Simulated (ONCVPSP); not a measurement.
## gold: one change to an ONCV potential, before and after

```json
{
  "Element": "Au",
  "Generator": "ONCVPSP 4.0.1",
  "Type": "optimised norm-conserving Vanderbilt (ONCV)",
  "Functional": "PBE",
  "Relativity": "scalar-relativistic",
  "Frozen core": "[Kr] 4d10 4f14",
  "Valence charge": "19",
  "Reference configuration": "5s2 5p6 5d10 6s0.5 6p0.5",
  "Partial waves": "5s+6s: rc 1.35 bohr, ncon 4, nbas 9, qcut 7.9 1/bohr, 2 projectors; 5p+6p: rc 1.95 bohr, ncon 5, nbas 9, qcut 7.7 1/bohr, 2 projectors; 5d: rc 1.60 bohr, ncon 4, nbas 8, qcut 5.1 1/bohr, 2 projectors, debl 2.7 Ha",
  "Local potential": "polynomial inside 1.15 bohr (lpopt 4, dvloc0 0 Ha)",
  "Core correction": "Teter function, fcfact 2.25, rcfact 1.4"
}
```

Change: d: qcut 4.7.

Cutoffs: the cutoffs (Ha) at which the residual kinetic energy of the hardest occupied pseudo-wave falls to 1 and 0.1 mHa per electron; they do not see the model core or the augmentation charge, which bear on the density cutoff. Errors are all-electron minus pseudo energies relative to the spin-unpolarised reference configuration.

Question: What does the change do?

Answer: The potential gets neither clearly harder nor softer (73 Ha and 91 Ha → 80 Ha and 94 Ha); the bound ghost in d disappears; of the 3 tests that both files solve, the error grows in 0 and shrinks in 1 by more than 15 % and 0.3 meV (median size 2.6 → 1.3 meV).

```csv
quantity,base,changed
"cutoff, loose",73 Ha,80 Ha
"cutoff, tight",91 Ha,94 Ha
loose cutoff by channel,"s 27 Ha, p 16 Ha, d 73 Ha","s 27 Ha, p 16 Ha, d 80 Ha"
bound ghosts,d,none
GHOST(+) flags under 300 eV,none,none
tests with a reliable result,3 of 4,3 of 4
"error for 5s2 5p6 5d10 6s1 6p0, meV [ΔE -2.55 eV]",+0.7,+0.7
"error for 5s2 5p6 5d10 6s0 6p0, meV [ΔE 6.86 eV]",-2.6,-2.7
"error for 5s2 5p6 5d9 6s2 6p0, meV [ΔE -0.86 eV]",+11,+1.3
s: phases at 1.37 bohr within 0.05 rad from the reference energy up to (Ha; the scan ends near 5),to the end of the scan,to the end of the scan
p: phases at 1.98 bohr within 0.05 rad from the reference energy up to (Ha; the scan ends near 5),to the end of the scan,to the end of the scan
d: phases at 1.62 bohr within 0.05 rad from the reference energy up to (Ha; the scan ends near 5),to the end of the scan,to the end of the scan
"rms error of d²Exc/dni dnj with the model core, mHa",0.94,0.95
```

 A true bound ghost makes a file unfit for plane-wave use even where its test errors are small: the radial tests pick states by their node count and pass the ghost by.
